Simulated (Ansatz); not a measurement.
The cluster Cu2H4, relaxed as a singlet with RKS r2SCAN-D4/def2-TZVP in Ansatz, starting from the GFN2-xTB geometry. Force threshold 0.02 eV/Å.

In the singlet, H4 and H6 lie 0.85 Å apart (atoms count from 1), so H2 has formed as a molecule. Another isomer (singlet) lies 1.23 eV lower at PBE0-D4/def2-TZVP; other spin states weren't run for this one.

Start:

Cartesian coordinates in Å:
```
Cu 0.193 1.015 0.525
Cu -0.193 -1.015 -0.525
H -1.918 -0.589 -0.615
H 0.456 1.735 -1.080
H -0.085 0.210 2.088
H 1.548 -1.355 -0.392
```

| step | energy (eV) | largest force component (eV/Å) | SCF passes |
| --- | --- | --- | --- |
| 1 | -89341.6917 | 1.688 | 19 |
| 2 | -89342.8513 | 0.834 | 22 |
| 3 | -89343.1517 | 0.399 | 21 |
| 4 | -89343.2062 | 0.187 | 21 |
| 5 | -89343.2178 | 0.043 | 22 |
| 6 | -89343.2219 | 0.063 | 23 |
| 7 | -89343.2358 | 0.167 | 24 |
| 8 | -89343.3752 | 0.450 | 29 |
| 9 | -89343.6787 | 0.657 | 30 |
| 10 | -89343.9513 | 0.441 | 30 |
| 11 | -89344.1017 | 0.252 | 23 |
| 12 | -89344.2161 | 0.213 | 23 |
| 13 | -89344.2999 | 0.104 | 27 |
| 14 | -89344.3502 | 0.639 | 28 |
| 15 | -89344.4822 | 0.872 | 27 |
| 16 | -89344.5699 | 0.353 | 22 |
| 17 | -89344.6062 | 0.119 | 22 |
| 18 | -89344.6158 | 0.046 | 22 |
| 19 | -89344.6161 | 0.003 | 23 |

Force components are those of the run's own axes.

End:

```xyz
6

Cu    0.561    0.403    1.022
Cu   -0.685   -0.424   -0.934
H    -2.030   -0.940   -1.335
H     0.739    0.550   -0.708
H     0.412    0.655    2.488
H     1.003   -0.244   -0.533
```

Bonds formed: Cu1–H6, Cu2–H4 (atoms count from 1).

No frequencies were taken in this run, so the end may be a saddle point.

Hardware: 4 threads of Intel Xeon Platinum 8259CL on a shared host. Wall time 35 s.
